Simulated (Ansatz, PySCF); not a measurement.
Pair of molecules: HBr (SMILES Br) (first 2 atoms) with H4OSi (SMILES O[SiH3]); geometry from B3LYP-D3(BJ)/def2-TZVP, rigid monomers moved along the line of their centres of mass till H2···O3 is 3.39 Å.
(charge 0, multiplicity 1):
```csv
atom,x (Å),y (Å),z (Å)
Br,-0.6094,-1.1556,-0.0208
H,-0.1549,-0.4227,1.1354
O,0.6750,1.0210,4.0854
Si,0.1701,0.6550,5.6301
H,1.3598,1.6831,3.9586
H,1.2988,0.1477,6.4436
H,-0.8595,-0.3846,5.4582
H,-0.3969,1.8526,6.2916
```

Counterpoise-corrected where a basis set is named; no monomer relaxation.

Correlated levels freeze the cores. Filled d and f shells under p-block atoms count as core. CBS(a, b) extrapolates the correlation energy as X⁻³ and adds the Hartree–Fock energy of set b.

The values were computed with Ansatz (a quantum-chemistry and plane-wave program) with Gaussian orbitals; PySCF for the dispersion terms. Each number belongs to the level named beside it.

PBE/def2-TZVPPD gives -1.09 kcal/mol for the interaction energy.

### Question
Predict the shift from PBE, with its sign, for: PBE-D3(BJ)/def2-TZVPPD, r2SCAN/def2-TZVPPD, PBE0/def2-TZVPPD, wB97M-V/def2-TZVPPD, MP2/CBS(def2-SVPD, def2-TZVPPD), CCSD(T)/CBS(def2-SVPD, def2-TZVPPD).

### Answer
PBE-D3(BJ)/def2-TZVPPD -0.24; r2SCAN/def2-TZVPPD 0.01; PBE0/def2-TZVPPD -0.03; wB97M-V/def2-TZVPPD -0.15; MP2/CBS(def2-SVPD, def2-TZVPPD) -0.20; CCSD(T)/CBS(def2-SVPD, def2-TZVPPD) -0.16 kcal/mol. 1 of 6 lie above PBE; the widest gap is to PBE-D3(BJ)/def2-TZVPPD.
